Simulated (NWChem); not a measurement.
System: CH$_{3}$F$_{3}$Si; SMILES F[SiH2]C(F)F

NWChem input:

```
start job
memory heap 200 mb stack 900 mb global 1100 mb
geometry units angstroms noautosym nocenter noautoz
  F     -0.977508    -1.614556     0.000000
  Si     0.511761    -0.975719     0.000000
  C      0.369513     0.933252     0.000000
  F     -0.305615     1.352346    -1.100994
  F     -0.305615     1.352346     1.100994
  H      1.221043    -1.402304     1.234694
  H      1.221043    -1.402304    -1.234694
  H      1.357960     1.435749     0.000000
end
basis spherical
  * library 6-311g**
end
dft
  xc bhlyp
  iterations 150
end
tddft
  cis
  ecut -63.0
  nroots 6
  notriplet
end
task tddft energy
```

NWChem printed, in part:

```
             Northwest Computational Chemistry Package (NWChem) 7.3.0
             --------------------------------------------------------

                             Geometry "geometry" -> ""
                             -------------------------

 Output coordinates in angstroms (scale by  1.889725989 to convert to a.u.)

  No.       Tag          Charge          X              Y              Z
 ---- ---------------- ---------- -------------- -------------- --------------
    1 F                    9.0000    -0.97750800    -1.61455600     0.00000000
    2 Si                  14.0000     0.51176100    -0.97571900     0.00000000
    3 C                    6.0000     0.36951300     0.93325200     0.00000000
    4 F                    9.0000    -0.30561500     1.35234600    -1.10099400
    5 F                    9.0000    -0.30561500     1.35234600     1.10099400
    6 H                    1.0000     1.22104300    -1.40230400     1.23469400
    7 H                    1.0000     1.22104300    -1.40230400    -1.23469400
    8 H                    1.0000     1.35796000     1.43574900     0.00000000

 Effective nuclear repulsion energy (a.u.)     245.4918333172

                                 NWChem DFT Module
                                 -----------------

 Summary of "ao basis" -> "ao basis" (spherical)
 ------------------------------------------------------------------------------
       Tag                 Description            Shells   Functions and Types
 ---------------- ------------------------------  ------  ---------------------
 F                          6-311g**                 8       18   4s3p1d
 Si                         6-311g**                12       26   6s5p1d
 C                          6-311g**                 8       18   4s3p1d
 H                          6-311g**                 4        6   3s1p

            General Information
            -------------------
          SCF calculation type: DFT
          Wavefunction type:  closed shell.
          No. of atoms     :     8
          No. of electrons :    50
           Alpha electrons :    25
            Beta electrons :    25
          Charge           :     0
          Spin multiplicity:     1
          Use of symmetry is: off; symmetry adaption is: off
          Maximum number of iterations: 150
          AO basis - number of functions:   116
                     number of shells:    56
          Convergence on energy requested:  1.00D-06
          Convergence on density requested:  1.00D-05
          Convergence on gradient requested:  5.00D-04

              XC Information
              --------------
                        BHLYP Method XC Functional
                     Hartree-Fock (Exact) Exchange  0.500
                        Slater Exchange Functional  0.500 local
                    Becke 1988 Exchange Functional  0.500 non-local
              Lee-Yang-Parr Correlation Functional  1.000

             Grid Information
             ----------------
          Grid used for XC integration:  medium
          Radial quadrature: Mura-Knowles
          Angular quadrature: Lebedev.
          Tag              B.-S. Rad. Rad. Pts. Rad. Cut. Ang. Pts.
          ---              ---------- --------- --------- ---------
          F                   0.50       49          11.0       434
          Si                  1.10       88           9.0       590
          C                   0.70       49           9.0       434
          H                   0.35       45          10.0       434
          Grid pruning is: on
          Number of quadrature shells:   419
          Spatial weights used:  Erf1

      Superposition of Atomic Density Guess
      -------------------------------------

 Sum of atomic energies:        -626.22039832

      Non-variational initial energy
      ------------------------------

 Total energy =    -627.475851
 1-e energy   =   -1359.210003
 2-e energy   =     486.242319
 HOMO         =      -0.310266
 LUMO         =       0.032429

   convergence    iter        energy       DeltaE   RMS-Dens  Diis-err
 ---------------- ----- ----------------- --------- --------- ---------
 d= 0,ls=0.0,diis     1   -628.8091648262 -8.74D+02  8.24D-03  1.33D+00
 d= 0,ls=0.0,diis     2   -628.8282668405 -1.91D-02  3.99D-03  1.35D+00
 d= 0,ls=0.0,diis     3   -628.9356100479 -1.07D-01  6.38D-04  2.54D-02
 d= 0,ls=0.0,diis     4   -628.9371746725 -1.56D-03  2.09D-04  1.70D-03
 d= 0,ls=0.0,diis     5   -628.9373204752 -1.46D-04  5.22D-05  1.17D-04
  Resetting Diis
 d= 0,ls=0.0,diis     6   -628.9373310732 -1.06D-05  1.50D-05  1.31D-05
 d= 0,ls=0.0,diis     7   -628.9373320599 -9.87D-07  7.33D-06  8.14D-07

[...]

                                NWChem TDDFT Module
                                -------------------

            General Information
            -------------------
           No. of orbitals :     232
            Alpha orbitals :     116
             Beta orbitals :     116
        Alpha frozen cores :       0
         Beta frozen cores :       0
     Alpha frozen virtuals :       0
      Beta frozen virtuals :       0
         Spin multiplicity :       1
    Number of AO functions :     116
        Use of symmetry is : off
      Symmetry adaption is : off
         Schwarz screening :  0.10D-07

              XC Information
              --------------
                 BHLYP Method XC Functional
              Hartree-Fock (Exact) Exchange   0.50
                 Slater Exchange Functional   0.50 local
             Becke 1988 Exchange Functional   0.50 non-local
       Lee-Yang-Parr Correlation Functional   1.00

             TDDFT Information
             -----------------
          Calculation type : Tamm-Dancoff TDDFT
         Wavefunction type : Restricted singlets
          No. of electrons :      50
           Alpha electrons :      25
            Beta electrons :      25
              No. of roots :       6
          Max subspacesize :    5200
            Max iterations :     100
               Target root :       1
           Target symmetry : none
             Energy Cutoff :-0.63D+02
      Symmetry restriction : off
                 Algorithm : Optimal
        Davidson threshold :  0.10D-03

    6 smallest eigenvalue differences (eV)
--------------------------------------------------------
  No. Spin  Occ  Vir  Irrep   E(Occ)    E(Vir)   E(Diff)
--------------------------------------------------------
    1    1    1   26 a       -67.193     0.021  1829.004
    2    1    1   27 a       -67.193     0.064  1830.177
    3    1    1   28 a       -67.193     0.089  1830.856
    4    1    1   29 a       -67.193     0.092  1830.934
    5    1    1   30 a       -67.193     0.099  1831.128
    6    1    1   31 a       -67.193     0.158  1832.717
--------------------------------------------------------

  Entering Davidson iterations
  Restricted singlet excited states

  Iter   NTrls   NConv    DeltaV     DeltaE      Time
  ----  ------  ------  ---------  ---------  ---------
    1      6       0     0.12E+00   0.10+100       14.1
    2     12       0     0.23E-01   0.28E-01       12.0
    3     18       0     0.15E-01   0.30E-02       11.9
    4     24       0     0.15E-02   0.11E-03       13.2
    5     30       4     0.21E-03   0.11E-05       12.5
    6     32       6     0.47E-04   0.32E-08        9.2
  ----  ------  ------  ---------  ---------  ---------
  Convergence criterion met

  Ground state a        -628.937332059911 a.u.

  ----------------------------------------------------------------------------
  Root   1 singlet a             67.019985745 a.u.             1823.7074 eV
  ----------------------------------------------------------------------------
     Transition Moments    X  0.01023   Y  0.00440   Z -0.00000
     Dipole Oscillator Strength                    0.0055455583
     Electric Quadrupole                           0.0008616741
     Magnetic Dipole                               0.0014024625
     Total Oscillator Strength                     0.0078096949

     Occ.    1  a   ---  Virt.   26  a        0.94218
     Occ.    1  a   ---  Virt.   27  a        0.05304
     Occ.    1  a   ---  Virt.   29  a       -0.06063
     Occ.    1  a   ---  Virt.   30  a       -0.07265
     Occ.    1  a   ---  Virt.   33  a       -0.10324
     Occ.    1  a   ---  Virt.   35  a        0.27939
     Occ.    1  a   ---  Virt.   57  a       -0.05945
  ----------------------------------------------------------------------------
  Root   2 singlet a             67.081308281 a.u.             1825.3761 eV
  ----------------------------------------------------------------------------
     Transition Moments    X -0.00509   Y  0.00925   Z -0.00000
     Dipole Oscillator Strength                    0.0049830036
     Electric Quadrupole                           0.0010290360
     Magnetic Dipole                               0.0000005650
     Total Oscillator Strength                     0.0060126045

     Occ.    1  a   ---  Virt.   27  a       -0.87515
     Occ.    1  a   ---  Virt.   30  a       -0.34988
     Occ.    1  a   ---  Virt.   34  a        0.21734
     Occ.    1  a   ---  Virt.   35  a       -0.07057
     Occ.    1  a   ---  Virt.   36  a        0.20857
     Occ.    1  a   ---  Virt.   39  a        0.07154
     Occ.    1  a   ---  Virt.   59  a       -0.06069
  ----------------------------------------------------------------------------
  Root   3 singlet a             67.098750364 a.u.             1825.8507 eV
  ----------------------------------------------------------------------------
     Transition Moments    X  0.00000   Y -0.00000   Z -0.01105
     Dipole Oscillator Strength                    0.0054572895
     Electric Quadrupole                           0.0008726771
     Magnetic Dipole                               0.0014093848
     Total Oscillator Strength                     0.0077393514

[...]
```

Level: BHandHLYP/6-311G** (spherical d), restricted-window TDA. All runs use the structure optimised with PBE0/def2-SVP. The quadrupole and magnetic terms of the printed total strengths depend on the origin.
